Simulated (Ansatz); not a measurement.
An input meant for GaH2(SMe) (CH5GaS) (charge 0, triplet).

```yaml
crystal:
  periodic: [false, false, false]
  atoms:
    - {symbol: Ga, position_ang: [0.507657, 1.418639, -0.911747]}
    - {symbol: H, position_ang: [1.815520, 0.568533, -1.040204]}
    - {symbol: H, position_ang: [0.251210, 2.839196, -1.501099]}
    - {symbol: S, position_ang: [-1.133315, 0.516927, 0.213145]}
    - {symbol: C, position_ang: [-0.455579, -1.089972, 0.728257]}
    - {symbol: H, position_ang: [0.537662, -1.255076, 0.312368]}
    - {symbol: H, position_ang: [-1.123920, -1.878268, 0.383386]}
    - {symbol: H, position_ang: [-0.399243, -1.119968, 1.815885]}
basis:
  gaussian: {orbitals: cc-pVDZ}
magnetization: {spin_polarized: true, initial_magnetization: 2}
hamiltonian: {xc: {name: B3LYP5}}
accuracy: high
charge: 1
output: {forces: true}
```

```sh
$ ansatz run in.yaml --threads 4 --pin off --events-out ev --progress --plain --max-ram 3916MiB
```

Task: Predict how Ansatz answers.

Result: The program refused the input. The input holds a key that doesn't belong there (the charge goes under total_charge).
```
Error: YAML parse error: error: line 17 column 1: unknown field `charge`, expected one of crystal, accuracy, basis, kpoints, hamiltonian, magnetization, projection, total_charge, correlation, batch, efield, external_charges, scf, relax, neb, saddle, md, ramp, phonons, dielectric, real_time, elastic, magnetic_configurations, gw, evaluate, workflow, output, checkpoint, execution
15 | hamiltonian: {xc: {name: B3LYP5}}
16 | accuracy: high
17 | charge: 1
18 | output: {forces: true}
```
